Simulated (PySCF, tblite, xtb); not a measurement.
Potential energy curve for H4Sn, SMILES [SnH4]. The Sn1–H5 bond (Sn1 also carries H, H, H; H5 carries nothing else) is stretched with both fragments frozen at the PBE0/def2-TZVP, def2 effective core potentials past Kr optimised geometry. Each curve is given relative to its own lowest point near equilibrium.

| R / Å | A | B | C | D |
|---|---|---|---|---|
| 1.28 | 233.5 | 213.6 | 219.1 | 235.7 |
| 1.37 | 124.7 | 93.6 | 93.6 | 126.8 |
| 1.45 | 63.5 | 38.2 | 37.8 | 65.2 |
| 1.52 | 29.8 | 13.2 | 13.2 | 31.3 |
| 1.59 | 10.2 | 1.9 | 2.3 | 11.2 |
| 1.67 | 0.7 | 0.0 | 0.0 | 1.0 |
| 1.70 | 0.0 | 1.5 | 1.0 | 0.0 |
| 1.75 | 1.6 | 6.1 | 4.3 | 1.0 |
| 1.82 | 8.6 | 16.2 | 11.4 | 7.1 |
| 1.89 | 20.0 | 30.0 | 20.6 | 17.4 |
| 2.00 | 44.0 | 57.6 | 37.6 | 39.3 |
| 2.11 | 72.8 | 90.1 | 56.5 | 65.4 |
| 2.30 | 127.3 | 149.2 | 92.4 | 113.9 |
| 2.57 | 204.6 | 228.8 | 145.6 | 178.9 |
| 2.81 | 266.7 | 292.2 | 189.1 | 226.0 |
| 3.04 | 318.1 | 344.4 | 225.3 | 259.5 |
| 3.41 | 382.9 | 408.7 | 272.3 | 290.9 |
| 3.77 | 425.9 | 449.5 | 306.1 | 301.3 |
| 4.21 | 454.4 | 477.7 | 333.6 | 300.1 |
| 4.56 | 460.7 | 488.9 | 346.7 | 295.5 |
| 5.17 | 444.9 | 494.9 | 357.3 | 288.3 |
| 6.00 | 391.1 | 495.9 | — | 282.9 |

Energies in kJ/mol.

**Question.** Assign the columns to these levels of theory: GFN1-xTB run with xtb 6.7.1; tblite with GFN2-xTB, 300 K electronic temperature; CCSD(T) on RHF/def2-SVP, 4 core orbitals frozen, def2 effective core potentials past Kr run with PySCF; MP2 on RHF/def2-SVP, 4 core orbitals frozen, def2 effective core potentials past Kr in PySCF 2.14.0.

**Answer.** A is RMP2; B is GFN1-xTB; C is GFN2-xTB; D is RCCSD(T).

Dashes: no converged value, or the column stops at the first point that the program doubted or that broke a chosen test of continuity, which isn't proof of a fault.

The restricted form behind RMP2 keeps the bonding electrons paired and can't separate into open-shell fragments. The T1 diagnostic of CCSD on the restricted reference of RMP2, RCCSD(T) exceeds 0.045 at 3.77 to 6.00 Å.
